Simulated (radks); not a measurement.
Results of a calculation; reference values are marked as such.
Be+, 3 electrons, occupied as [He] 2s1. Level of theory: non-relativistic Kohn-Sham, PBE, spin-polarised, spherical densities, point nucleus; open shells are filled with parallel spins first (a radial shooting solver on a logarithmic mesh with Libxc functionals).

Local quantities along the radius. ELF = 1/(1 + alpha^2) is the electron localisation function; alpha = (tau - tau_W)/tau_unif compares the Pauli kinetic energy density with that of the uniform gas (summed over spins); -r V(r) is the screened charge that the Kohn-Sham potential of spin up presents (atomic units).

r (bohr)	ELF	alpha	-r V(r)
0.01893	1.000	1.132e-06	3.938
0.021	1.000	1.421e-06	3.928
0.02312	1.000	1.756e-06	3.918
0.02565	1.000	2.214e-06	3.905
0.02846	1.000	2.799e-06	3.892
0.03158	1.000	3.549e-06	3.876
0.03477	1.000	4.431e-06	3.861
0.03858	1.000	5.654e-06	3.842
0.0428	1.000	7.244e-06	3.821
0.04712	1.000	9.140e-06	3.800
0.05228	1.000	0.00001181	3.774
0.05801	1.000	0.00001535	3.746
0.06437	1.000	0.00002006	3.714
0.07085	1.000	0.00002583	3.683
0.07862	1.000	0.00003421	3.645
0.08724	1.000	0.00004567	3.603
0.0968	1.000	0.00006150	3.558
0.1066	1.000	0.00008163	3.512
0.1182	1.000	0.0001121	3.458
0.1312	1.000	0.0001558	3.400
0.1456	1.000	0.0002193	3.338
0.1602	1.000	0.0003045	3.277
0.1778	1.000	0.0004414	3.207
0.1973	1.000	0.0006510	3.132
0.2172	1.000	0.0009479	3.061
0.241	1.000	0.001454	2.981
0.2674	1.000	0.002282	2.899
0.2967	1.000	0.003678	2.815
0.3266	1.000	0.005861	2.736
0.3624	1.000	0.01001	2.650
0.4021	1.000	0.01770	2.563
0.4461	0.999	0.03252	2.476
0.4911	0.997	0.05910	2.396
0.5449	0.986	0.1175	2.310
0.6046	0.944	0.2432	2.229
0.6656	0.807	0.4885	2.161
0.7385	0.479	1.044	2.097
0.8195	0.183	2.115	2.044
0.9093	0.070	3.657	1.988
1.001	0.045	4.624	1.870
1.111	0.060	3.967	1.685
1.232	0.163	2.269	1.728
1.367	0.496	1.009	1.835
1.505	0.842	0.4329	1.843
1.67	0.973	0.1666	1.834
1.853	0.996	0.06327	1.813
2.056	0.999	0.02384	1.769
2.263	1.000	0.009593	1.713
2.511	1.000	0.003511	1.640
2.787	1.000	0.001246	1.568
3.068	1.000	0.0004597	1.510
3.404	1.000	0.0001474	1.466
3.777	1.000	0.00004391	1.442
4.191	1.000	0.00001200	1.425
4.613	1.000	3.331e-06	1.400
5.119	1.000	7.525e-07	1.352
5.68	1.000	1.518e-07	1.288
6.302	1.000	2.696e-08	1.218
6.937	1.000	4.804e-09	1.158
7.697	1.000	6.301e-10	1.105

On this mesh the ELF has minima near r = 1.0 bohr, which separate the shells.
